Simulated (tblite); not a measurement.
C₂H₁₀OSSi₂.
Atom-mapped SMILES: `[CH3:1][O:2][CH2:3][SiH2:4][S:5][SiH3:6]` (hydrogens: H7, H8, H9 on C1; H10, H11 on C3; H12, H13 on Si4; H14, H15, H16 on Si6)

Structure used (GFN2-xTB), in Å, numbered top down from 1:
```
atom  x, y, z in Å
C1    -1.5385    1.0660    0.9842
O2    -0.6247    0.0893    0.5583
C3    -1.0149   -0.5826   -0.6236
Si4    0.3813   -1.8312   -0.9759
S5     2.2170   -0.7690   -1.0926
Si6    2.0602    0.8245    0.3721
H7    -2.5110    0.6154    1.2152
H8    -1.1225    1.5185    1.8825
H9    -1.6820    1.8379    0.2176
H10   -1.9777   -1.0853   -0.4694
H11   -1.1525    0.1361   -1.4427
H12    0.1862   -2.4513   -2.2786
H13    0.4159   -2.7957    0.1188
H14    1.7011    0.2704    1.6637
H15    1.2097    1.8805   -0.1552
H16    3.4447    1.2856    0.3733
```

Level: GFN2-xTB in tblite, geometry and Hessian alike; calculated harmonic values, unscaled, isolated species. Against measured fundamentals such values can be off by several per cent, at times by over 20. Modes of hydrogen on silicon can be 10 to 20 % off. One conformer, not necessarily the lowest.

Harmonic wavenumbers (cm⁻¹): 35.0, 76.9, 106.5, 131.5, 154.7, 223.3, 233.2, 317.3, 377.3, 457.1, 485.5, 516.2, 528.4, 564.2, 584.2, 674.4, 740.1, 751.4, 777.4, 793.3, 814.5, 832.9, 974.8, 1101.9, 1134.4, 1154.8, 1199.9, 1294.1, 1406.2, 1468.1, 1486.6, 1494.1, 2288.4, 2298.1, 2325.6, 2327.5, 2364.0, 2866.6, 2900.7, 2903.8, 2928.3, 3026.6.

A = 2170, B = 1526, C = 948.9 MHz; mass 137.999 u (most abundant isotopes); point group C1, symmetry number 1.

Question: Zero-point energy?

Answer: Half the sum of the wavenumbers: 24560 cm⁻¹ = 70.22 kcal/mol.

Question: What is S at 298.15 K and 1 bar for an ideal gas of classical rigid rotors and harmonic oscillators?

Answer: Translation 40.70, rotation 29.02, vibration 30.26: S = 100.0 cal/(mol K).

Question: And Cp and H(298.15 K) − H(0)?

Answer: Cp = 38.45 cal/(mol K), of which vibrations give 30.50 (their classical limit is 42 R = 83.5); H(298.15 K) − H(0) = 7.07 kcal/mol without the zero-point energy, 4.70 from vibrations.

Question: How do the functions run with temperature in this model?

Answer: 
| T (K) | S (cal/(mol K)) | Cp (cal/(mol K)) | H − H(0) (kcal/mol) | G − H(0) (kcal/mol) | ln q(vib) |
| --- | --- | --- | --- | --- | --- |
| 50 | 59.1 | 13.5 | 0.51 | -2.44 | 0.66 |
| 100 | 70.3 | 19.0 | 1.33 | -5.70 | 1.95 |
| 373.15 | 109.3 | 44.5 | 10.18 | -30.59 | 9.27 |
| 500 | 123.5 | 52.7 | 16.37 | -45.37 | 12.51 |
| 750 | 147.2 | 64.1 | 31.06 | -79.31 | 18.44 |
| 1000 | 166.7 | 71.7 | 48.10 | -118.61 | 23.76 |

q(vib) and H(0) count from the zero-point level.

Question: What must be added to the electronic energy to get the Gibbs energy at 298.15 K and 1 bar?

Answer: ZPE + [H(298.15 K) − H(0)] − T·S = 70.22 + 7.07 − 29.81 = 47.48 kcal/mol.

Hindered rotation and anharmonicity are outside this model. Other conformers, if any are populated, would add a mixing term that is left out. The structure is chiral; the term R ln 2 for an equal mix with its mirror image is left out.
